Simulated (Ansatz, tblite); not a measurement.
Forces on the cluster Bi2Cl6 at its PBE-D4/def2-SVP geometry. Charge 0, multiplicity 1.

In the def2 sets Bi takes a core potential; there is no spin–orbit coupling. The xTB rows come from tblite. Another isomer (singlet) lies 0.07 eV lower at PBE0-D4/def2-TZVP; other spin states weren't run for this one.

GFN1-xTB (tblite), largest force 0.71 eV/Å:

```xyz
8
positions Å, forces eV/Å
Bi    0.600   -0.886   -1.864   -0.117    0.401    0.008
Bi   -0.598    0.909    1.895    0.091   -0.408   -0.036
Cl    1.635    0.586    2.923   -0.477   -0.047   -0.173
Cl    0.691    1.489   -0.893   -0.188   -0.677   -0.040
Cl    2.111   -0.430   -3.795   -0.370   -0.001    0.328
Cl   -1.583   -0.691   -3.020    0.467    0.073    0.197
Cl   -2.028    0.454    3.888    0.356   -0.005   -0.345
Cl   -0.829   -1.430    0.866    0.238    0.663    0.060
```

GFN2-xTB (tblite), largest force 0.52 eV/Å:

```
Bi 0.129 0.122 0.072
Bi -0.140 -0.112 -0.070
Cl -0.227 -0.114 -0.052
Cl -0.061 -0.450 -0.256
Cl -0.224 0.085 0.111
Cl 0.218 0.125 0.057
Cl 0.216 -0.092 -0.120
Cl 0.090 0.435 0.259
```

PBE-D4/def2-TZVP (Ansatz), largest force 0.45 eV/Å:

```
Bi -0.106 0.344 -0.274
Bi 0.105 -0.361 0.252
Cl -0.344 0.032 -0.159
Cl 0.001 -0.285 -0.155
Cl -0.197 -0.039 0.229
Cl 0.339 -0.011 0.179
Cl 0.188 0.037 -0.234
Cl 0.014 0.283 0.162
```
